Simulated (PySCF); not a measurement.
Si(OSiH3)(Me)2(Cl) (C2H9ClOSi2), SMILES Cl[Si](C)(O[SiH3])C.

Geometry: PBE-D3(BJ)/def2-SVP. One conformer was computed; it need not be the lowest.

Method: r2SCAN/def2-TZVP (PySCF).

Isolated molecule, no solvent.

- total energy: -1196.13868 hartree
- highest occupied level: -7.31 eV
- lowest empty level: -0.28 eV
- orbital gap: 7.03 eV
- dipole moment: 0.364 e·Å
- quadrupole, principal values (traceless, Buckingham form, about the centre of nuclear charge): -6.08, 1.23, 4.85 D·Å
- mean static polarisability: 89.3 bohr³ (13.23 Å³)
- polarisability, principal values: 85.5, 88.5, 93.8 bohr³
